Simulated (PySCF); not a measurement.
Isomers of C6H9P. Method used: PySCF, TDDFT PBE0/def2-SVPD, vertical, gas phase, core orbitals frozen in the response. Geometries: GFN2-xTB; one conformer of each isolated species. Triplets are in the Tamm–Dancoff approximation.

A. `C(#C)CP(C=C)C`
B. `C1C(P(C#C)C)C1`
C. `C#CC/P=C/CC`

Lowest singlet levels (six at most, fewer where fewer were computed) with oscillator strengths:

1. 5.14 eV (f 0.025); 6.19 eV (f 0.021); 6.29 eV (f 0.022); 6.31 eV (f 0.071); 6.43 eV (f 0.079); 6.65 eV (f 0.022); T1 4.22 eV
2. 4.46 eV (f 0.008); 5.07 eV (f 0.103); 5.51 eV (f 0.093); 5.68 eV (f 0.032); 6.14 eV (f 0.008); 6.39 eV (f 0.008); T1 2.71 eV
3. 5.43 eV (f 0.026); 5.96 eV (f 0.072); 6.50 eV (f 0.013); 6.73 eV (f 0.041); 6.89 eV (f 0.043); 6.96 eV (f 0.110); T1 4.75 eV

Question: Match each spectrum to its molecule.

Answer: 1 = A, 2 = C, 3 = B.
- A: S1 at 5.14 eV, HOMO→LUMO (96%); Löwdin shares by element: HOMO phosphorus 53%, carbon 24% or more (atoms not listed hold the other 23%); LUMO carbon 69% or more, phosphorus 9% (atoms not listed hold the other 22%); HOMO -6.75 and LUMO -0.36 eV.
- B: S1 at 5.43 eV, HOMO→LUMO (92%); Löwdin shares by element: HOMO phosphorus 45%, carbon 39% or more (atoms not listed hold the other 16%); LUMO carbon 55% or more, phosphorus 20% (atoms not listed hold the other 25%); HOMO -6.79 and LUMO 0.12 eV.
- C: S1 at 4.46 eV, HOMO-1→LUMO (65%), HOMO→LUMO (33%); Löwdin shares by element: HOMO carbon 47% or more, phosphorus 33% (atoms not listed hold the other 20%); LUMO phosphorus 43%, carbon 41% or more (atoms not listed hold the other 16%); HOMO -6.95 and LUMO -1.46 eV.
